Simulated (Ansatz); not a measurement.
```xyz
10

C    -1.737    0.012   -0.456
Ga    0.196    0.339   -0.429
C     1.572   -0.296    0.815
O     0.807    1.393   -1.762
H    -1.933   -1.059   -0.543
H    -2.212    0.527   -1.291
H    -2.188    0.358    0.477
H     1.345    0.042    1.829
H     2.559    0.071    0.534
H     1.591   -1.388    0.827
```

Total charge 0; spin multiplicity 2.

Question: List the r2SCAN/def2-TZVPP orbital energies in eV (Ansatz 0.2.0). (Best estimate.)

Answer: The calculation gave: α occupied: -10121.93, -1244.13, -1100.57, -1100.45, -1100.45, -516.31, -272.95, -272.95, -147.76, -100.73, -100.43, -100.39, -24.60, -20.42, -20.22, -20.21, -20.19, -19.89, -17.93, -17.75, -10.48, -10.41, -10.38, -10.26, -10.18, -9.33, -7.73, -7.48, -7.10. α empty: -0.90, -0.04, 1.46, 1.84, 2.78, 2.81, 3.14, 3.41. β occupied: -10121.93, -1244.11, -1100.57, -1100.44, -1100.43, -515.52, -272.93, -272.93, -147.74, -100.73, -100.41, -100.36, -22.65, -20.40, -20.21, -20.18, -20.17, -19.64, -17.87, -17.70, -10.41, -10.39, -10.25, -10.19, -10.17, -7.36, -7.26, -6.85. β empty: -4.39, -0.88, 0.06, 1.54, 1.96, 2.81, 2.82, 3.21. ⟨S²⟩ = 0.757.
